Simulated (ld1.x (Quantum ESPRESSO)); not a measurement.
**Zr (Z = 40): one change to an RRKJ potential, before and after**

```
Element                 : zirconium (Zr)
Generator               : ld1.x (Quantum ESPRESSO) 7.5
Type                    : norm-conserving RRKJ (Kleinman–Bylander form)
Functional              : LDA (PZ)
Relativity              : scalar-relativistic
Frozen core             : [Ar] 3d10
Valence charge          : 12
Reference configuration : 4s2 4p6 4d2 5s0 5p0 (charge +2)
Partial waves           : 4s (bound): rc 1.40 bohr; 4p (bound): rc 2.35 bohr; 4d (bound): rc 2.80 bohr
Local potential         : the d channel
Core correction         : Bessel-smoothed model core, default radius (core density twice the valence density)
rho0                    : 0.01
```

Change: type TM semilocal; local potential the s channel; rho0 0.

Cutoffs: the cutoffs (Ry, on a coarse ladder) from which the occupation-weighted sum of valence levels, in a spherical-Bessel basis at the reference potential, stays within 10 and 1 mRy of its value at 400 Ry; they do not see the model core or the augmentation charge, which bear on the density cutoff. Errors are all-electron minus pseudo energies relative to the spin-unpolarised reference configuration.

Task: What does the change do?

Result: The potential gets harder (70 Ry and 90 Ry → 70 Ry and 120 Ry); of the 9 tests that both files solve, the error grows in 7 and shrinks in 1 by more than 15 % and 0.3 meV (median size 43.4 → 205.6 meV); the range in which the s phases agree narrows (upper end 1.8 → -1.5); the range in which the p phases agree narrows (upper end 2.4 → -1.1); neither file shows a bound ghost. A semilocal file is local in each channel, so a ghost entry of none says nothing of the separable form that plane-wave codes build from it. Several settings change at once here, so the effects cannot be laid on one of them.

| quantity | base | changed |
| --- | --- | --- |
| cutoff, loose | 70 Ry | 70 Ry |
| cutoff, tight | 90 Ry | 120 Ry |
| bound ghosts | none | none |
| error for 4s2 4p6 4d2 5s2 5p0, meV [ΔE -20.59 eV] | -80 | +213 |
| error for 4s2 4p6 4d2 5s1 5p0, meV [ΔE -13.24 eV] | -34 | +140 |
| error for 4s2 4p6 4d1 5s0 5p0, meV [ΔE 22.82 eV] | +22 | +26 |
| error for 4s2 4p6 4d1 5s2 5p1, meV [ΔE -17.53 eV] | -61 | +427 |
| error for 4s1 4p6 4d2 5s2 5p0, meV [ΔE 39.98 eV] | +43 | +416 |
| error for 4s2 4p6 4d2 5s1 5p1, meV [ΔE -17.48 eV] | -73 | +206 |
| error for 4s2 4p6 4d3 5s0 5p0, meV [ΔE -12.78 eV] | -4.0 | -2.3 |
| error for 4s2 4p6 4d2 5s0 5p0 (spin-polarised), meV [ΔE -0.62 eV] | +32 | +35 |
| error for 4s2 4p6 4d2 5s2 5p0 (spin-polarised), meV [ΔE -21.08 eV] | -57 | +235 |
| s: phases at 3.06 bohr within 0.05 rad from the reference energy up to (Ry; the scan ends near 5) | 1.8 | -1.5 |
| p: phases at 3.06 bohr within 0.05 rad from the reference energy up to (Ry; the scan ends near 5) | 2.4 | -1.1 |
| d: phases at 3.06 bohr within 0.05 rad from the reference energy up to (Ry; the scan ends near 5) | 0.2 | 0.2 |
